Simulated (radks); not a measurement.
Results of a calculation; reference values are marked as such.
Neutral germanium inside a hard spherical wall (all orbitals vanish at R), configuration held at [Ar] 3d10 4s2 4p2 and not refilled when levels cross. Level of theory: non-relativistic Kohn-Sham, PBEsol, spin-polarised, spherical densities, point nucleus; open shells are filled with parallel spins first (a radial shooting solver on a logarithmic mesh with Libxc functionals). Eigenvalues in eV for spin up, with the zero of energy where the potential of the charges vanishes at infinity; a dash marks a level that is unbound or too diffuse for the functional's potential to be trusted. A positive occupied level is held by the wall or, in an anion where self-interaction has pushed it up, behind a barrier. The pressure on the wall is -dE/dV.

R (bohr)  E (hartree)  kinetic (hartree)    e(3p)    e(3d)    e(4s)   e(4p)  e(5s, empty)  e(5p, empty)  pressure (GPa)
free      -2075.16298           2073.661  -114.00  -30.011  -11.911  -4.448             -             -               0
12        -2075.16295           2073.662  -113.99  -30.006  -11.908  -4.444        -0.162         1.168        0.000583
10        -2075.16267           2073.664  -113.97  -29.978  -11.886  -4.422         0.307         2.122         0.00798
3         -2073.68202           2079.052  -99.452  -15.858    3.270  15.129        74.077        87.110             599
2.5       -2071.78817           2085.034  -90.455   -7.006   17.978  32.737        129.23        144.81            2220
2         -2066.40296           2101.404  -72.563   11.403   55.599  75.137        248.83        266.06           10700
1.5       -2046.80799           2158.255  -28.372   59.681   176.07  201.24        561.65        572.55           78500
